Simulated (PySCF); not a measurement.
**How methods differ on the ionisation energy of Sn⁴⁴⁺**

Sn⁴⁴⁺ [He] 2s2 2p2 (3P) → Sn⁴⁵⁺ [He] 2s2 2p1 (2P), as a difference of total energies. Computed with PySCF 2.14 in an even-tempered Gaussian basis (19 s from 20 bohr⁻², ratio 2.2; 12 p from 26 bohr⁻², ratio 2.2; 5 d from 99 bohr⁻², ratio 2.4; 5 f from 150 bohr⁻², ratio 2.4; 4 g from 220 bohr⁻², ratio 2.4), with scalar relativity by spin-free X2C-1e. Correlated levels: nothing frozen; virtual orbitals above 40 to 60 times the deepest correlated orbital energy dropped. The calculations carry no spin-orbit coupling.

| method | ionisation energy (eV) |
| --- | --- |
| UHF | 7402.5 |
| LDA | 7397.8 |
| PBE0 | 7401.6 |
| PW91 | 7402.3 |
| M06 | 7404.2 |
| MP2 (all electrons) | 7402.0 |
| SCS-MP2 (all electrons) | 7401.6 |

Estimate what PBE gives.

7401.0 eV, closest to SCS-MP2 (all electrons) among the rows shown.

Estimate what r2SCAN gives.

7405.0 eV, closest to M06 among the rows shown.

Spin-orbit coupling is strong in these open shells (close to jj coupling). The scalar numbers leave it out and a first-order estimate fails, so it can dominate the gap to the real levels.

For this ion Breit and QED terms and the two-electron picture change, all absent here, outweigh the differences among the correlated methods.

For comparison: 7531 ± 8 eV (semi-empirical (NIST evaluation); NIST Atomic Spectra Database, ionization energies).
